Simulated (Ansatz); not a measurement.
Start from `C[Si](F)(S)Cl` and change one element to get `C[Si](F)(Cl)[SeH]`.

Ansatz, PBE0-D4/def2-TZVP geometries, multiplicity 1. Each molecule was computed in one conformer, which needn't be the lowest.

Scalar relativity is left out up to krypton.

| property | `C[Si](F)(S)Cl` |
| --- | --- |
| HOMO–LUMO gap (B3LYP/def2-TZVPP) / eV | 7.60 |
| size of the dipole moment (PBE/def2-TZVPP) / D | 2.36 |
| LUMO energy (B3LYP/def2-TZVPP) / eV | -0.09 |
| HOMO–LUMO gap (PBE0/def2-TZVPP) / eV | 8.16 |
| LUMO energy (PBE0/def2-TZVPP) / eV | 0.20 |
| HOMO–LUMO gap (ωB97M-V/def2-TZVPP) / eV | 12.12 |

(1) Give the same properties after the change, and the shifts. (Estimate.)

## Answers

(1) The calculation gave: 
```tsv
property	`C[Si](F)(Cl)[SeH]`	shift
HOMO–LUMO gap (B3LYP/def2-TZVPP) / eV	6.84	-0.76
size of the dipole moment (PBE/def2-TZVPP) / D	2.20	-0.16
LUMO energy (B3LYP/def2-TZVPP) / eV	-0.37	-0.28
HOMO–LUMO gap (PBE0/def2-TZVPP) / eV	7.36	-0.80
LUMO energy (PBE0/def2-TZVPP) / eV	-0.10	-0.30
HOMO–LUMO gap (ωB97M-V/def2-TZVPP) / eV	11.38	-0.74
```

With PBE0 the HOMO rises by 0.49 eV and the LUMO falls by 0.30 eV, so the gap narrows by about 0.79 eV. PBE moves the HOMO by 0.40 eV and ωB97M-V by 0.54 eV. Dipoles are sizes alone; their direction can turn.

B3LYP here is the variant with VWN-RPA as its local correlation; programs differ in this.

Spin–orbit coupling is left out; it splits and shifts lone-pair levels of the heavy atoms by tenths of an eV.
